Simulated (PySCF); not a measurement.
Diatomics of Se with the 4d metals

r²SCAN with triple-zeta basis sets in PySCF, for the lowest determinant that a PBE0 search found; no spin–orbit coupling. De refers to high-spin ground-configuration atoms. A positive dipole means M(−)Se(+).

```
 M         basis  state (unpaired electrons)  Re (Å)  ωe (cm⁻¹)  De (eV)  μ (D)
 Y  x2c-TZVPPall               doublet (σ ↑)   2.402        345     5.05  -6.31
Zr    def2-TZVPP          triplet (σ ↑, δ ↑)   2.329        367      n/a  -5.55
Nb    def2-TZVPP         quartet (σ ↑, δ ↑↑)   2.273        370     4.82  -4.75
Tc  x2c-TZVPPall    sextet (σ ↑, π ↑↑, δ ↑↑)   2.248        353      n/a  -4.22
Ru    def2-TZVPP    quintet (σ ↑, π ↑↑, δ ↑)   2.208        357     3.97  -3.72
Rh  x2c-TZVPPall         quartet (σ ↑, π ↑↑)   2.182        347     3.35  -2.87
Pd  x2c-TZVPPall              triplet (π ↑↑)   2.220        309     3.01  -2.27
Ag  x2c-TZVPPall               doublet (π ↑)   2.388        235     2.28  -3.87
```

The shortest bond is that of RhSe (2.182 Å), the longest that of YSe (2.402 Å).

The rows differ in basis set, which adds steps of its own.

The state changes along the series, so neighbouring rows are not always alike in their bonding.

De is left out where the level can put another filling of the metal’s s and d shells below the measured ground configuration, by anything from nothing to about 1 eV. The metal atom is held in its measured ground configuration; semilocal functionals can put another filling of s and d lower by some tenths of an eV, and De to that atom would be smaller. Spin–orbit coupling is left out, which matters for elements this heavy, above all for dissociation energies. With d or f electrons several states lie close, and the lowest PBE0 determinant need not be the measured ground state.
